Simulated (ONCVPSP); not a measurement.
What one change does to a pseudopotential (chlorine (Cl), ONCV)

- Element: Cl
- Generator: ONCVPSP 4.0.1
- Type: optimised norm-conserving Vanderbilt (ONCV)
- Functional: BLYP
- Relativity: scalar-relativistic
- Frozen core: [Ne]
- Valence charge: 7
- Reference configuration: 3s2 3p5
- Partial waves: 3s: rc 1.15 bohr, ncon 4, nbas 8, qcut 6.2 1/bohr, 2 projectors, debl 1.5 Ha; 3p: rc 1.55 bohr, ncon 5, nbas 9, qcut 5.8 1/bohr, 2 projectors, debl 4 Ha
- Local potential: polynomial inside 0.80 bohr (lpopt 5, dvloc0 0 Ha)
- Core correction: none

Change: s: qcut 7.1; p: qcut 6.6.

Cutoffs: the cutoffs (Ha) at which the residual kinetic energy of the hardest occupied pseudo-wave falls to 1 and 0.1 mHa per electron; they do not see the model core or the augmentation charge, which bear on the density cutoff. Errors are all-electron minus pseudo energies relative to the spin-unpolarised reference configuration.

Question: How do hardness, ghosts and transferability respond?

Answer: The potential gets harder (16 Ha and 48 Ha → 16 Ha and 62 Ha); a bound ghost appears in s, which as a rule spoils a file; the errors of the 4 common tests hardly move; the range in which the s phases agree widens (upper end 3.4 → at the end of the scan).

| quantity | base | changed |
| --- | --- | --- |
| cutoff, loose | 16 Ha | 16 Ha |
| cutoff, tight | 48 Ha | 62 Ha |
| loose cutoff by channel | s 16 Ha, p 7.9 Ha | s 16 Ha, p 13 Ha |
| bound ghosts | none | s |
| GHOST(+) flags under 300 eV | s at 93.0 eV | none |
| error for 3s2 3p4, meV [ΔE 13.73 eV] | +0.7 | +0.7 |
| error for 3s2 3p3, meV [ΔE 39.03 eV] | +13 | +13 |
| error for 3s2 3p2, meV [ΔE 77.20 eV] | +59 | +60 |
| error for 3s2 3p1, meV [ΔE 129.35 eV] | +189 | +189 |
| s: phases at 1.17 bohr within 0.05 rad from the reference energy up to (Ha; the scan ends near 5) | 3.4 | to the end of the scan |
| p: phases at 1.57 bohr within 0.05 rad from the reference energy up to (Ha; the scan ends near 5) | to the end of the scan | to the end of the scan |

 A true bound ghost makes a file unfit for plane-wave use even where its test errors are small: the radial tests pick states by their node count and pass the ghost by.
